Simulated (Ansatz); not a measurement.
`CO[B]([AlH2])[SiH3]` → `BCO[SiH2][AlH2]`  (isomerisation)

Computed with Ansatz on PBE0-D4/def2-TZVP structures; ΔE is electronic, products minus reactants. CBS: MP2 limit from def2 TZ/QZ plus the TZ coupled-cluster correction, frozen cores. Functionals use def2-TZVPP. B3LYP here is the variant with VWN-RPA as its local correlation; programs differ in this. One conformer a species, not always the lowest.

(1) Is it downhill or uphill in electronic energy at CCSD(T)/CBS, and by how much? (An estimate is asked.)

(2) What do these levels give: PBE0-D4, B3LYP-D4, HF/def2-TZVPP, SCS-MP2/def2-TZVPP, CCSD/def2-TZVPP, MP2/def2-QZVPP? (Best estimate.)

Largest T1 diagnostic among the species: 0.015.

Answers

(1) Computed: Uphill: ΔE = +4.0 kcal/mol.

(2) Computed: PBE0-D4 5.8, B3LYP-D4 4.7, HF/def2-TZVPP -0.9, SCS-MP2/def2-TZVPP 2.9, CCSD/def2-TZVPP 3.7, MP2/def2-QZVPP 2.7 kcal/mol.

From PBE to PBE0 (25 % exact exchange), in def2-TZVPP and without D4, ΔE moves by −2.3 kcal/mol. In def2-TZVPP, CCSD(T) changes the Hartree–Fock value by +5.8 kcal/mol (the triples alone add +1.2 kcal/mol) and MP2 by +4.2 kcal/mol.
